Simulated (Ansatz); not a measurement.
Born–Oppenheimer molecular dynamics of C3H9AlSi (14 atoms, charge 0, multiplicity 1). It goes on from the last frame of an earlier run, with new velocities.

All numbers below come from RKS PBE0-D4/STO-3G in Ansatz 0.2.0.

| Property | Result |
| --- | --- |
| ensemble | NVE (velocity Verlet) |
| time step | 0.5 fs |
| steps asked | 400 |
| starting velocities drawn for | 1000 K |
| seed | 870790 |

First frame:

```xyz
14
Properties=species:S:1:pos:R:3
C -1.634 -0.631 1.243
C -0.455 -0.587 0.592
Al 1.107 -1.134 1.518
Si -0.423 0.059 -1.153
C 0.845 1.425 -1.326
H -1.731 -0.982 2.285
H -2.591 -0.301 0.803
H 2.435 -1.232 0.844
H 0.996 -1.501 2.958
H -0.060 -0.991 -2.046
H -1.727 0.536 -1.482
H 1.831 1.079 -1.016
H 0.918 1.774 -2.355
H 0.558 2.312 -0.763
```

(1) How far do the bonds stretch over the last three quarters of this one trajectory? (Pairs bonded in most of those frames.)

## Answers

(1) 
```tsv
bond	mean (Å)	spread (Å)	shortest	longest
C1–C2	1.349	0.053	1.25	1.44
C1–H6	1.103	0.018	1.07	1.14
C1–H7	1.104	0.020	1.06	1.15
C2–Al3	1.904	0.053	1.82	2.01
C2–Si4	1.873	0.054	1.76	1.98
Al3–H8	1.503	0.033	1.44	1.57
Al3–H9	1.504	0.047	1.43	1.58
Si4–C5	1.878	0.021	1.84	1.92
Si4–H10	1.452	0.043	1.38	1.53
Si4–H11	1.452	0.057	1.36	1.54
C5–H12	1.098	0.018	1.06	1.14
C5–H13	1.098	0.021	1.05	1.15
C5–H14	1.102	0.045	1.03	1.18
```

Mean temperature of the second half: 525 K. The conserved energy stayed within 0.54 meV per atom of its start (net change 0.41 meV per atom), so the integration is sound. The temperature averaged 0.52 of the 1000 K drawn at the start: a run that starts near a minimum puts about half its kinetic energy into the potential. A run of 0.2 ps of so small a system gives no equilibrium averages. Limits of this set-up: minimal basis.

Run time: 17 min on 1 thread of Arm Neoverse V2, with other jobs on the host, peak memory 0.11 GiB.
